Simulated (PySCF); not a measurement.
Constitutional and geometric isomers with formula C4H4. Gas-phase values, no solvent. Strings in code marks are SMILES.

These are PBE-D3(BJ)/def2-TZVP (PySCF 2.14.0) values and carry that method's errors. Delta-SCF ions had no search for a lower state. 

```csv
species,S1 oscillator strength,HOMO–LUMO gap (eV),vertical ionisation energy (Delta-SCF) (eV),dipole moment (D)
`C#CC=C`,0.000,4.11,9.29,(withheld)
`C=C=C=C`,0.000,3.58,(withheld),0.00
`C1=CC=C1`,0.000,1.92,(withheld),0.00
`C=C1C=C1`,(withheld),3.27,8.28,2.04
```

Task: What belongs in the gaps?

Result: 
- `C#CC=C`, dipole moment (D): 0.38
- `C=C=C=C`, vertical ionisation energy (Delta-SCF) (eV): 9.18
- `C1=CC=C1`, vertical ionisation energy (Delta-SCF) (eV): 7.92
- `C=C1C=C1`, S1 oscillator strength: 0.010
